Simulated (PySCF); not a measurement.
The dipole of `C([C@H](C)C1C=C[SiH2]C=1)#C` from its density and from atomic charges.

Coordinates (PBE0-D3(BJ)/def2-SVP, Å) and charges (e) from the PBE0/pcSseg-1 density (PySCF):

```
atom       x       y       z  Mulliken      IAO  Hirshfeld  ESP-fitted
  C1  -2.639   0.835   1.645   -0.4183  -0.2509    -0.1189     -0.3438
  C2  -1.984   0.505   0.681   +0.3018  -0.0236    -0.0297     -0.2566
  C3  -1.222   0.073  -0.486   -0.2171  -0.1224    -0.0069     +0.5683
  C4  -1.594  -1.367  -0.879   -0.2026  -0.3974    -0.1081     -0.5264
  C5   0.275   0.209  -0.299   -0.2392  +0.0220    +0.0128     -0.0615
  C6   0.916   0.417   0.872   -0.3079  -0.4532    -0.1537     -0.4156
 Si7   2.749   0.437   0.507   +0.7327  +0.7526    +0.3236     +0.5415
  C8   2.473   0.156  -1.326   -0.3443  -0.4336    -0.1439     -0.3938
  C9   1.139   0.072  -1.503   -0.0581  -0.1385    -0.0407     -0.0988
 H10  -3.218   1.139   2.498   +0.0605  +0.1998    +0.0935     +0.2886
 H11  -1.503   0.736  -1.327   +0.1613  +0.1638    +0.0532     -0.0057
 H12  -1.034  -1.687  -1.769   +0.1231  +0.1395    +0.0423     +0.1216
 H13  -1.354  -2.055  -0.055   +0.1269  +0.1498    +0.0421     +0.1572
 H14  -2.669  -1.443  -1.097   +0.1324  +0.1482    +0.0455     +0.1397
 H15   0.369   0.538   1.809   +0.1087  +0.1649    +0.0388     +0.1960
 H16   3.428   1.733   0.816   -0.0802  -0.1104    -0.0726     -0.1066
 H17   3.515  -0.659   1.177   -0.0808  -0.1107    -0.0731     -0.1062
 H18   3.178   0.077  -2.156   +0.1149  +0.1595    +0.0481     +0.1795
 H19   0.671  -0.077  -2.484   +0.0862  +0.1406    +0.0478     +0.1225
```

Form Σ q r in debye for every column and set it beside the full dipole.

The full density gives (-0.40, -0.41, -0.73) D, 0.92 D in size; dipole vectors point from the negative to the positive end.

```tsv
scheme	μx	μy	μz	size (D)	share of the full size (%)	angle to the full dipole (°)
Mulliken	3.15	-1.68	-1.63	3.93	424	80
IAO	0.89	-0.28	-0.04	0.93	100	104
Hirshfeld	-0.03	-0.23	-0.49	0.54	58	23
ESP-fitted	-0.38	-0.40	-0.72	0.91	99	1
```

Which set comes closest?

Length of the difference vector: ESP-fitted 0.02 D, Hirshfeld 0.48 D, IAO 1.46 D, Mulliken 3.88 D. Closest: ESP-fitted. 

What is left for the Hirshfeld atoms' own dipoles?

The Hirshfeld atoms' densities add up to the full density, so μ = Σ q r + Σ (atomic dipoles). The atomic dipoles sum to (-0.40, -0.41, -0.73) − (-0.03, -0.23, -0.49) = (-0.37, -0.18, -0.24) D, 0.48 D in size.

With the origin at the mean of the coordinates, (0.079, -0.019, -0.178) Å, which are the largest single terms, by size, of the Mulliken dipole along the direction of the full one?

Si7 -6.69, C6 +2.04, C4 -1.82, H14 +1.62, H12 +1.46 D; all 19 atoms together +0.65 D. The single terms depend on the origin, their sum doesn't.

Give the size of the full dipole in other units.

0.92 D = 0.364 au = 0.193 e·Å = 3.09 × 10⁻³⁰ C·m.

The structure is a single PBE0-D3(BJ)/def2-SVP conformer in the gas phase; no vibrational or solvent corrections.

The run behind these numbers computed NMR shieldings as well. Time: 90 s wall (with the writing of density and orbital grids); peak memory 0.93 GiB. Hardware: one thread, Arm Neoverse N1 (aarch64) (shared host).

Conformer computed: `[CH:1]#[C:2][C@H:3]([CH3:4])[C:5]1=[CH:6][SiH2:7][CH:8]=[CH:9]1`: C2–C3–C5–C6 14°.
